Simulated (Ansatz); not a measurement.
Start from `C[SiH](F)[SiH3]` and change one atom or group to get `BC[SiH](C)F`.

Ansatz, PBE0-D4/def2-TZVP geometries, multiplicity 1. Each molecule was computed in one conformer, which needn't be the lowest.

```tsv
property	`C[SiH](F)[SiH3]`
HOMO energy (ωB97M-V/def2-TZVPP) / eV	-10.13
size of the dipole moment (ωB97M-V/def2-TZVPP) / D	1.58
HOMO energy (B3LYP/def2-TZVPP) / eV	-7.89
size of the dipole moment (B3LYP/def2-TZVPP) / D	1.59
LUMO energy (ωB97M-V/def2-TZVPP) / eV	1.56
HOMO–LUMO gap (B3LYP/def2-TZVPP) / eV	7.49
```

**Question.** What does the change do to each property? (Estimate.)

**Answer.** Computed: 
| property | `BC[SiH](C)F` | shift |
| --- | --- | --- |
| HOMO energy (ωB97M-V/def2-TZVPP) / eV | -11.17 | -1.04 |
| size of the dipole moment (ωB97M-V/def2-TZVPP) / D | 0.89 | -0.69 |
| HOMO energy (B3LYP/def2-TZVPP) / eV | -8.72 | -0.83 |
| size of the dipole moment (B3LYP/def2-TZVPP) / D | 0.90 | -0.69 |
| LUMO energy (ωB97M-V/def2-TZVPP) / eV | 0.43 | -1.13 |
| HOMO–LUMO gap (B3LYP/def2-TZVPP) / eV | 7.02 | -0.47 |

With PBE0 the HOMO falls by 0.87 eV and the LUMO falls by 1.26 eV, so the gap narrows by about 0.39 eV. PBE moves the HOMO by -0.74 eV and ωB97M-V by -1.04 eV. Dipoles are sizes alone; their direction can turn.

B3LYP here is the variant with VWN-RPA as its local correlation; programs differ in this.
